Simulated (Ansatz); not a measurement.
Stepwise reaction of `[F][Zr]([F])([SH])[SH]` with hydrogen sulfide, as a gas-phase model of exchange steps in deposition or etching. ΔE in kJ/mol; ΔG adds harmonic PBE0-D4 terms to CCSD(T)/CBS, at 1 bar.

Calculated with Ansatz (gas phase, PBE0-D4/def2-TZVP geometries, no zero-point term in ΔE). CCSD(T)/CBS adds triple-zeta CCSD(T) − MP2 to the extrapolated MP2 energy (def2 sets, frozen cores). This one scheme is used for every species. Functionals use def2-TZVPP. B3LYP here is the variant with VWN-RPA as its local correlation; programs differ in this. Elements past krypton have def2 core potentials. For Zr outer-core shells are correlated without core-valence functions, which leaves a few kJ/mol of doubt a bond. One conformer a species, not always the lowest.

| step | reaction | PBE-D4 | B3LYP-D4 | ωB97M-V | CCSD(T)/CBS | ΔG(500 K) |
| --- | --- | --- | --- | --- | --- | --- |
| 1 | `[F][Zr]([F])([SH])[SH]` + H₂S → `[F][Zr]([SH])([SH])[SH]` + H–F | 78.4 | 84.4 | 89.0 | 73.4 | 84.8 |
| 2 | `[F][Zr]([SH])([SH])[SH]` + H₂S → `[SH][Zr]([SH])([SH])[SH]` + H–F | 80.4 | 86.7 | 89.5 | 73.1 | 75.1 |

By hand: ΔE of the 2 steps together at CCSD(T)/CBS.

(73.4) + (73.1) = 146.5 kJ/mol, or 73.2 kJ/mol a step.

In ΔE the steps differ by no more than 0.3 kJ/mol. All are uphill at CCSD(T)/CBS. ΔG lies between 75.1 and 84.8 kJ/mol a step. PBE-D4 differs from CCSD(T)/CBS by 5.0 to 7.3 kJ/mol a step. Isolated molecules leave out the surface, adducts and barriers. Largest T1 diagnostic: 0.019.
